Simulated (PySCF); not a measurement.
**Correlation energy of Nb²⁺ (niobium, charge +2)**

[Kr] 4d2 5s1, high-spin 4F determinant (an excited configuration). Computed with PySCF 2.14 in x2c-TZVPPall (8s6p6d2f1g, 79 functions), with scalar relativity by spin-free X2C-1e. Frozen: [Kr]; 3 electrons correlated.

```json
{"level": "CCSD", "correlation energy (mhartree)": "-15.00"}
{"level": "(T)", "correlation energy (mhartree)": "-0.09"}
{"level": "CCSD(T)", "correlation energy (mhartree)": "-15.09"}
```

Diagnostics: T1 = 0.0024, D1 = 0.0053, largest double amplitude 0.029.

Cost of the coupled-cluster step: of the order of 3 core-seconds, for 3 correlated electrons.

Iterations:

```
CC2 = 0
CCSD nocc = (np.int64(3), np.int64(0)), nmo = (61, 61)
frozen orbitals [[0, 1, 2, 3, 4, 5, 6, 7, 8, 9, 10, 11, 12, 13, 14, 15, 16, 17], [0, 1, 2, 3, 4, 5, 6, 7, 8, 9, 10, 11, 12, 13, 14, 15, 16, 17]]
max_cycle = 100
direct = 0
conv_tol = 1e-08
conv_tol_normt = 1e-06
diis_space = 8
diis_start_cycle = 0
Init t2, MP2 energy = -0.0117732300728904
Init E_corr(UCCSD) = -0.0117732300737194
cycle = 1  E_corr(UCCSD) = -0.0142052645851886  dE = -0.00243203451  norm(t1,t2) = 0.016948
cycle = 2  E_corr(UCCSD) = -0.0147796309373792  dE = -0.000574366352  norm(t1,t2) = 0.00515466
cycle = 3  E_corr(UCCSD) = -0.0150088604754573  dE = -0.000229229538  norm(t1,t2) = 0.00190139
cycle = 4  E_corr(UCCSD) = -0.0150003195560867  dE = 8.54091937e-06  norm(t1,t2) = 0.000452677
cycle = 5  E_corr(UCCSD) = -0.0150026352223077  dE = -2.31566622e-06  norm(t1,t2) = 0.000103535
cycle = 6  E_corr(UCCSD) = -0.0150025292520587  dE = 1.05970249e-07  norm(t1,t2) = 1.09078e-05
cycle = 7  E_corr(UCCSD) = -0.0150025590043933  dE = -2.97523346e-08  norm(t1,t2) = 2.49164e-06
cycle = 8  E_corr(UCCSD) = -0.0150025425114846  dE = 1.64929087e-08  norm(t1,t2) = 3.39766e-07
cycle = 9  E_corr(UCCSD) = -0.0150025445274296  dE = -2.01594503e-09  norm(t1,t2) = 3.69655e-08
UCCSD converged
E(UCCSD) = -3816.43483771819  E_corr = -0.01500254452742963
UCCSD(T) correction = -9.44919964564855e-05
```
